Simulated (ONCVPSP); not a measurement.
Logarithmic derivatives: vanadium, ONCV

* Element: vanadium
* Generator: ONCVPSP 4.0.1
* Type: optimised norm-conserving Vanderbilt (ONCV)
* Functional: LDA (Perdew-Wang 92)
* Relativity: scalar-relativistic
* Frozen core: [Ne]
* Valence charge: 13
* Reference configuration: 3s2 3p6 3d3 4s1.75 4p0.25
* Partial waves: 3s+4s: rc 1.60 bohr, ncon 3, nbas 8, qcut 5.7 1/bohr, 2 projectors; 3p+4p: rc 1.70 bohr, ncon 4, nbas 7, qcut 7.2 1/bohr, 2 projectors; 3d: rc 1.10 bohr, ncon 4, nbas 9, qcut 9.2 1/bohr, local
* Local potential: the d channel
* Core correction: none

The phase is arctan(r·R′/R) of the radial function R(r), unwrapped; energies in Ha, scanned from -4 to 5 Ha. A pole is an energy at which the radial function vanishes at the test radius. The pseudo phase is shifted by a multiple of π to meet the all-electron one at the reference energy, and phase errors are pseudo minus all-electron; the curves can meet again beyond the range given. Levels narrower than the energy grid can be missing from the lists of poles.

Question: For each channel, where are the poles, and over which energies does the pseudopotential scatter like the atom?

Answer:

```csv
channel,radius (bohr),reference energy (Ha),"poles, all-electron","poles, pseudo",unbroken range about the reference energy with phases within 0.05 rad,phase error 1 Ha above the reference energy (rad)
s,1.63,-0.19,-2.19,"-2.19, 4.31",below 3.7,-0.004
p,1.73,-0.06,-1.27,-1.27,the whole range,-0.000
d,1.12,-0.21,2.42,2.81,below 3.1,+0.009
```

Phases in the p channel:

```json
{"E (Ha)": "-3.98", "all-electron": "1.251", "pseudo": "1.251"}
{"E (Ha)": "-3.74", "all-electron": "1.229", "pseudo": "1.229"}
{"E (Ha)": "-3.50", "all-electron": "1.200", "pseudo": "1.200"}
{"E (Ha)": "-3.26", "all-electron": "1.163", "pseudo": "1.163"}
{"E (Ha)": "-3.02", "all-electron": "1.112", "pseudo": "1.112"}
{"E (Ha)": "-2.78", "all-electron": "1.034", "pseudo": "1.034"}
{"E (Ha)": "-2.54", "all-electron": "0.901", "pseudo": "0.901"}
{"E (Ha)": "-2.30", "all-electron": "0.624", "pseudo": "0.624"}
{"E (Ha)": "-2.06", "all-electron": "-0.058", "pseudo": "-0.058"}
{"E (Ha)": "-1.82", "all-electron": "-0.941", "pseudo": "-0.941"}
{"E (Ha)": "-1.58", "all-electron": "-1.350", "pseudo": "-1.350"}
{"E (Ha)": "-1.34", "all-electron": "-1.534", "pseudo": "-1.534"}
{"E (Ha)": "-1.10", "all-electron": "-1.642", "pseudo": "-1.642"}
{"E (Ha)": "-0.86", "all-electron": "-1.719", "pseudo": "-1.719"}
{"E (Ha)": "-0.62", "all-electron": "-1.785", "pseudo": "-1.785"}
{"E (Ha)": "-0.38", "all-electron": "-1.847", "pseudo": "-1.847"}
{"E (Ha)": "-0.14", "all-electron": "-1.914", "pseudo": "-1.914"}
{"E (Ha)": "0.10", "all-electron": "-1.992", "pseudo": "-1.992"}
{"E (Ha)": "0.34", "all-electron": "-2.089", "pseudo": "-2.089"}
{"E (Ha)": "0.58", "all-electron": "-2.221", "pseudo": "-2.221"}
{"E (Ha)": "0.82", "all-electron": "-2.409", "pseudo": "-2.409"}
{"E (Ha)": "1.06", "all-electron": "-2.686", "pseudo": "-2.686"}
{"E (Ha)": "1.30", "all-electron": "-3.063", "pseudo": "-3.064"}
{"E (Ha)": "1.54", "all-electron": "-3.474", "pseudo": "-3.475"}
{"E (Ha)": "1.78", "all-electron": "-3.810", "pseudo": "-3.811"}
{"E (Ha)": "2.02", "all-electron": "-4.042", "pseudo": "-4.043"}
{"E (Ha)": "2.26", "all-electron": "-4.198", "pseudo": "-4.199"}
{"E (Ha)": "2.50", "all-electron": "-4.306", "pseudo": "-4.308"}
{"E (Ha)": "2.74", "all-electron": "-4.385", "pseudo": "-4.386"}
{"E (Ha)": "2.98", "all-electron": "-4.444", "pseudo": "-4.446"}
{"E (Ha)": "3.22", "all-electron": "-4.491", "pseudo": "-4.492"}
{"E (Ha)": "3.46", "all-electron": "-4.529", "pseudo": "-4.530"}
{"E (Ha)": "3.70", "all-electron": "-4.560", "pseudo": "-4.562"}
{"E (Ha)": "3.94", "all-electron": "-4.587", "pseudo": "-4.588"}
{"E (Ha)": "4.18", "all-electron": "-4.610", "pseudo": "-4.612"}
{"E (Ha)": "4.42", "all-electron": "-4.630", "pseudo": "-4.633"}
{"E (Ha)": "4.66", "all-electron": "-4.649", "pseudo": "-4.651"}
{"E (Ha)": "4.90", "all-electron": "-4.665", "pseudo": "-4.669"}
```
